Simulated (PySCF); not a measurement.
A calculated (r2SCAN0, PySCF 2.14, dyall-av2z, no relativity, point nucleus) atom or ion has these occupied shells.

| shell | electrons | orbital energy (eV) | rms radius, mean of both spins (bohr) |
| --- | --- | --- | --- |
| 1s α | 1 | -17533.2 | 0.0441 |
| 1s β | 1 | -17533.1 | 0.0441 |
| 2s α | 1 | -2428.3 | 0.181 |
| 2s β | 1 | -2428.1 | 0.181 |
| 2p α | 3 | -2222.7 | 0.159 |
| 2p β | 3 | -2222.6 | 0.159 |
| 3s α | 1 | -417.84 | 0.501 |
| 3s β | 1 | -417.70 | 0.501 |
| 3p α | 3 | -339.72 | 0.503 |
| 3p β | 3 | -339.57 | 0.503 |
| 3d α | 5 | -198.14 | 0.496 |
| 3d β | 5 | -197.92 | 0.496 |
| 4s α | 1 | -68.403 | 1.31 |
| 4s β | 1 | -67.434 | 1.31 |
| 4p α | 3 | -46.393 | 1.45 |
| 4p β | 3 | -45.293 | 1.45 |
| 4d α | 1 | -16.033 | 2.13 |
| 5s α | 1 | -12.891 | 3.54 |
| 5p α | 1 | -8.994 | 4.17 |

Question: Name the element and its charge.

Answer: Zr⁺ (zirconium, charge +1), in [Kr] 4d1 5s1 5p1, one real determinant (an excited configuration).
